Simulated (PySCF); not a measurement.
Computed shifts of a molecule C8H8N2S, PySCF with PBE0/pcSseg-1, GIAO, gas phase, equivalent atoms averaged, in ppm (number of nuclei): ¹³C: 158.4 (1), 146.8 (1), 142.0 (1), 132.6 (1), 132.0 (1), 120.2 (1), 116.6 (1), 38.8 (1). ¹⁵N: 371.7 (1), 180.1 (1). ¹H: 8.68 (1), 8.23 (1), 6.97 (1), 6.97 (1), 6.65 (1), 3.90 (3). References: ¹³C against TMS (σ = 186.3 ppm); ¹⁵N against NH3 (σ = 267.4 ppm); ³³S against H2S (σ = 716.7 ppm); ¹H against TMS (σ = 31.56 ppm), references at their B3LYP-D3(BJ)/def2-TZVP geometries, non-relativistic. Coordinates come from a B3LYP-D3(BJ)/def2-SVP optimisation. One conformer was computed; it need not be the lowest.

Question: Which structure fits?
A. Cn1cccc1-c1cncs1
B. Cc1ccc2nsnc2c1C
C. Cc1cc(C)c2nsnc2c1
D. CCc1cccc2nsnc12

Answer: A, Cn1cccc1-c1cncs1
